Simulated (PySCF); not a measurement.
Compound: C4H5NO2.
Z-matrix (Å and degrees, PBE0-D3(BJ)/def2-TZVP geometry), rows numbered from 1:
```
O 
C   1  1.2003
C   2  1.5155  1  127.82
C   3  1.5248  2  105.42  1  -179.45
C   4  1.5157  3  105.47  2    -0.77
O   5  1.2002  4  127.93  3  -179.44
N   2  1.3816  1  125.17  3   179.92
H   3  1.0908  2  108.51  1   -57.15
H   3  1.0912  2  108.27  1    58.65
H   4  1.0909  3  113.79  2  -119.52
H   4  1.0911  3  113.63  2   117.68
H   7  1.0089  2  122.43  1    -0.37
```

Definitions: NICS(0) = −σiso at the ring centroid; NICS(1) = −σiso and NICS(1)zz = −σzz at ±1 Å along the ring normal z. Level: GIAO B97-2/pcSseg-2 (PySCF, non-relativistic, gas phase) on the PBE0-D3(BJ)/def2-TZVP geometry, one conformer.

Ring bond lengths (Å): C2–C3 1.516, C3–C4 1.525, C4–C5 1.516, C5–N7 1.382, N7–C2 1.382.

Give the NICS values of each ring in ppm.

```csv
ring,type,NICS(0),"NICS(1), two faces","NICS(1)zz, two faces",rms pucker (Å),"centre to ring atoms, mean (Å)"
C2–C3–C4–C5–N7,5-membered ring with N; formal bonds all single,-1.0,-1.6 / -1.6,-2.5 / -2.5,0.00,1.24
```

What do they say, and how far can they be read as aromaticity?

- C2–C3–C4–C5–N7: mean NICS(1)zz -2.5 ppm, near zero. C3, C4 have four or more neighbours; no verdict on aromaticity is drawn.

At the first NICS(1) probe listed for ring C2–C3–C4–C5–N7, 1 Å off the ring, what do the in-plane components average?

The isotropic value is a third of the trace: (3 × -1.6 − (-2.5))/2 = -1.2 ppm.

What are the shieldings of the ring atoms and their hydrogens in the same run (means over atoms taken as equivalent)?

```csv
atoms,environment,σ isotropic (ppm)
C2 (×2),amide carbonyl carbon,3.5
C3 (×2),sp3 carbon next to a carbonyl,153.2
N7,amide nitrogen,65.5
H8 (×4),methylene hydrogen,29.10
H12,amide N–H hydrogen,24.72
```

How do the values depend on the level or the medium?

```json
{"level": "B97-2/pcSseg-2, gas", "NICS(0), C2–C3–C4–C5–N7": "-1.0", "mean NICS(1)zz, C2–C3–C4–C5–N7": "-2.5"}
{"level": "KT3/pcSseg-2, gas", "NICS(0), C2–C3–C4–C5–N7": "-1.1", "mean NICS(1)zz, C2–C3–C4–C5–N7": "-2.3"}
{"level": "PBE0/pcSseg-2, gas", "NICS(0), C2–C3–C4–C5–N7": "-0.9", "mean NICS(1)zz, C2–C3–C4–C5–N7": "-2.5"}
{"level": "wB97X-D/pcSseg-2, gas", "NICS(0), C2–C3–C4–C5–N7": "-0.9", "mean NICS(1)zz, C2–C3–C4–C5–N7": "-2.5"}
{"level": "WP04/pcSseg-2, IEF-PCM chloroform", "NICS(0), C2–C3–C4–C5–N7": "-1.2", "mean NICS(1)zz, C2–C3–C4–C5–N7": "-2.4"}
{"level": "wB97X-D/pcSseg-2, IEF-PCM chloroform", "NICS(0), C2–C3–C4–C5–N7": "-1.0", "mean NICS(1)zz, C2–C3–C4–C5–N7": "-2.6"}
```

The geometry is the same throughout; the continuum's cavity takes Bondi-type radii × 1.2.
